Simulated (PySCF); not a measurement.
# $^{33}$S chemical shifts

Theoretical values (PySCF 2.14): NMR shieldings at PBE0/pcSseg-1/GIAO, GFN2-xTB geometry. Rapidly exchanging positions averaged, non-relativistic, a single conformation, gas phase.

Shieldings were converted by a linear fit to measured shifts: $^{33}$S: δ = 158.28 − 0.937σ (rms 33.3 ppm, 20 shifts vs sulfate, solution or neat liquid). A few per cent of atoms miss by over 2 rms, more outside the fitted compound classes.

(1) Give the $^{33}$S shifts of `CCc1snnc1SC`, `CC[C@@]1(F)CO[S@](=O)O1`.

(2) Order these by $^{33}$S shift, lowest first.
A. CSCC/C(Cl)=C\C#N
B. C[C@@H]1C[C@@H](C)S(=O)(=O)O1
C. C=C(Cl)C[C@H](C#N)SC
D. C[C@@H]1O[S@@](=O)O[C@]1(C)F

Answers

(1) 
```
                                             compound                                 environment  δ (ppm)
[CH3:1][CH2:2][c:3]1[s:4][n:5][n:6][c:7]1[S:8][CH3:9]                    S4: aromatic ring sulfur      207
[CH3:1][CH2:2][c:3]1[s:4][n:5][n:6][c:7]1[S:8][CH3:9]                          S8: sulfide sulfur     -336
                              CC[C@@]1(F)CO[S@](=O)O1  sulfur bonded to 3 O, in a 5-membered ring      232
```

(2) A (-340 ppm, sulfide sulfur), C (-280 ppm, sulfide sulfur), B (23 ppm, sulfonyl sulfur), D (228 ppm, sulfur bonded to 3 O, in a 5-membered ring).
